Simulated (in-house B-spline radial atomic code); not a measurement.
Checks on a self-consistent run for Ne, [He] 2s1 2p6 (4d5/2)1. Level of theory: Dirac-Hartree-Fock, average of the jj configuration, Fermi nucleus of rms radius 3.0055 fm; calculated with an all-electron radial atomic-structure program (B-spline basis).

```tsv
orbital	q	ε (Eh)	<1/r>	<r²>	small-component weight
1s1/2	2	-33.59939	9.63684	0.033472	0.0012321
2s1/2	1	-2.69649	1.7062	0.87218	0.00015165
2p1/2	2	-1.49271	1.5312	0.999765	0.00012733
2p3/2	4	-1.48780	1.52704	1.0042	0.00012691
4d5/2	1	-0.03135	0.0630769	499.842	8.4822e-07
```

Electron-electron repulsion V_ee = 48.0428 hartree.

(1) What total energy follows from the eigenvalues?

(2) Does the Dirac virial theorem hold?

(3) What diamagnetic shielding (Lamb formula) and susceptibility (Langevin formula) do the radii give?

Answers

(1) The eigenvalues count the repulsion twice, so E = Σqε - V_ee = -78.863 - 48.043 = -126.906 hartree; the run printed -126.906.

(2) For a point nucleus E = -2c²Σq·w, with w the small-component weight. Here Σq·w = 0.003379 and c = 137.0360, so the ratio E/(-2c²Σq·w) is 1.000000.

(3) σ = (α²/3)Σq<1/r> = 30.2135/(3·137.036²) = 536.3 ppm, and χ = -0.79199×10⁻⁶·Σq<r²> = -401.4×10⁻⁶ cm³/mol with Σq<r²> = 506.8 bohr². Both are non-relativistic formulas without the paramagnetism of open shells.
